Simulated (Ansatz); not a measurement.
CH7BSi2 can be A, `[SiH3]B1C[SiH2]1`, or B, `C[SiH]1B[SiH2]1`.

Computed with Ansatz on PBE0-D4/def2-TZVP structures; ΔE is electronic, products minus reactants. CBS: MP2 limit from def2 TZ/QZ plus the TZ coupled-cluster correction, frozen cores. Functionals use def2-TZVPP. B3LYP here is the variant with VWN-RPA as its local correlation; programs differ in this.

Question: Which is lower in electronic energy at CCSD(T)/CBS, and by how much? (Estimate.)

Answer: Computed: B, by 6.5 kcal/mol.

Question: Give E(B) − E(A) in kcal/mol with B2PLYP, r2SCAN-D4, HF/def2-TZVPP, MP2/def2-TZVPP, CCSD/def2-TZVPP, B3LYP-D4, LDA (SPW92). (Estimate.)

Answer: Computed: B2PLYP -6.2, r2SCAN-D4 -7.6, HF/def2-TZVPP -0.8, MP2/def2-TZVPP -7.2, CCSD/def2-TZVPP -5.4, B3LYP-D4 -6.3, LDA (SPW92) -9.4. None reverses the order clearly.

Question: Does the order hold for the free energy at 298.15 K (harmonic terms from PBE0-D4)? (Estimate.)

Answer: Computed: Yes: G(B) − G(A) = -4.0 kcal/mol.

Largest T1 diagnostic: 0.014.

In def2-TZVPP, CCSD(T) changes the Hartree–Fock value by −5.8 kcal/mol (the triples alone add −1.1 kcal/mol) and MP2 by −6.4 kcal/mol. Leaving LDA and LC-ωPBE aside and taking each functional with its dispersion term where it has one, the values, not all of them listed here, spread over 4.6 kcal/mol, from PBE-D4 to ωB97X-V. LDA lies −1.0 kcal/mol from PBE without D4.
